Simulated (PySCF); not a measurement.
C₆ coefficients of unlike pairs at BHandHLYP

Calculated with PySCF 2.14 from the dipole response of each species, C₆(A,B) = (3/π) ∫ α_A(iu) α_B(iu) du, in atomic units, from isotropic polarisabilities. For ions this is the dispersion term alone; charge-induced terms of lower order in 1/R come first.

```csv
species,configuration,basis,relativity,α (bohr³),C₆ (like pair)
Br²⁺,[Ar] 3d10 4s2 4p3 (4S),aug-cc-pV5Z-PP with ECP10MDF (8s7p6d4f3g2h),core potential,8.247,39.43
Ge,[Ar] 3d10 4s2 4p2 (3P),"x2c-QZVPPall with one added diffuse shell each of s, p, d, f type (12s9p6d5f1g)",spin-free X2C,41.42,358.7
Ne,[Ne] (1S),"aug-cc-pVTZ with one added diffuse shell each of s, p, d, f type (6s5p4d3f)",none,2.634,6.230
Cl²⁺,[Ne] 3s2 3p3 (4S),aug-cc-pwCVQZ (10s9p7d5f3g),none,5.851,20.78
```

Question: Estimate C₆ for Ge with Br²⁺.

Answer: The integral gives 108.1. The combination rule 2 C_A C_B / (C_A α_B/α_A + C_B α_A/α_B) gives 105.0 and the geometric mean 118.9.

No spin-orbit coupling is included.

The other pairs:

| pair | C₆ |
| --- | --- |
| Cl²⁺, Ne | 11.10 |
| Ne, Ge | 38.58 |
| Cl²⁺, Ge | 77.74 |
| Ne, Br²⁺ | 15.23 |
| Cl²⁺, Br²⁺ | 28.61 |
